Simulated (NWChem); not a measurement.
System: NaOH; SMILES [OH][Na]

```xyz
3

Na    -0.0667    -0.9424     0.0000
O      0.1330     0.9559     0.0000
H      0.2311     1.9075     0.0000
```
Atoms are numbered in this order, from 1.

All runs: NWChem. All runs use the structure optimised with PBE0/def2-SVP. GIAO values for the isolated, static molecule; σ is the absolute isotropic shielding, δ = σ(reference) − σ with the isolated reference molecule computed at the same levels (1H: tetramethylsilane, 17O: water).

Predict the results for LDA (Slater exchange, VWN5)/pcSseg-1. Quantities: σ Na1 (ppm); δ O2 (ppm); δ H3 (ppm).

The σ Na1 (ppm) is 546.1 and the δ O2 (ppm) is -97.6. The δ H3 (ppm) comes out as -2.58.
